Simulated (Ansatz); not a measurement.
F2Lu (SMILES [F][Lu][F]), doublet, at a GFN2-xTB geometry (such geometries of metal compounds can be far from the true shape) (the multiplicity is a formal guess) (core potentials on Lu). Base run: PBE/def2-SVP (Ansatz, a first-principles code).

Here is a job for Ansatz.
Ansatz 0.2 input:
```yaml
crystal:
  periodic: [false, false, false]
  atoms:
    - {symbol: Lu, position_ang: [0.23264326, 0.13933070, 0.05018340]}
    - {symbol: F, position_ang: [-1.27765003, 0.41758337, -1.21429597]}
    - {symbol: F, position_ang: [-0.55764682, -1.51674781, 0.81840471]}
basis:
  gaussian:
    orbitals: def2-SVP
hamiltonian:
  xc: pbe
magnetization: {spin_polarized: true, initial_magnetization: 1}
```

The bond that is stretched is that between atoms 3 and 1. A test that says stable can miss a lower solution.

Each row names what was changed in the base input (with any setting that the change needs).

| change | ΔE vs base (mEh) | <S^2> | stability test says |
|---|---|---|---|
| base | 0.000 | 0.751 | minimum |
| spin_polarized = on; lower_state_search = off | 0.000 | 0.751 | undecided (no full test) |
| spin_polarized = on; lower_state_search = standard | 0.000 | 0.751 | minimum |
| bond × 1.25 | 61.305 | 0.751 | minimum |
| spin_polarized = on; lower_state_search = off; bond × 1.25 | 61.305 | 0.751 | undecided (no full test) |
| spin_polarized = on; lower_state_search = standard; bond × 1.25 | 61.305 | 0.751 | minimum |
| bond × 1.5 | 123.4 | 0.754 | minimum |
| spin_polarized = on; lower_state_search = off; bond × 1.5 | 123.4 | 0.754 | undecided (no full test) |
| spin_polarized = on; lower_state_search = standard; bond × 1.5 | 123.4 | 0.754 | minimum |
| bond × 1.8 | 167.6 | 0.771 | minimum |
| spin_polarized = on; lower_state_search = off; bond × 1.8 | 167.6 | 0.771 | undecided (no full test) |
| spin_polarized = on; lower_state_search = standard; bond × 1.8 | 167.6 | 0.771 | minimum |
| bond × 2.2 | 190.2 | 0.759 | minimum |
| spin_polarized = on; lower_state_search = off; bond × 2.2 | 190.2 | 0.759 | undecided (no full test) |
| spin_polarized = on; lower_state_search = standard; bond × 2.2 | 190.2 | 0.759 | minimum |
| bond × 3.0 | 201.4 | 0.751 | minimum |
| spin_polarized = on; lower_state_search = off; bond × 3.0 | 201.4 | 0.751 | undecided (no full test) |
| spin_polarized = on; lower_state_search = standard; bond × 3.0 | 201.4 | 0.751 | minimum |

On stretching, the SCF can end on different states; <S^2> shows the spin contamination of each.
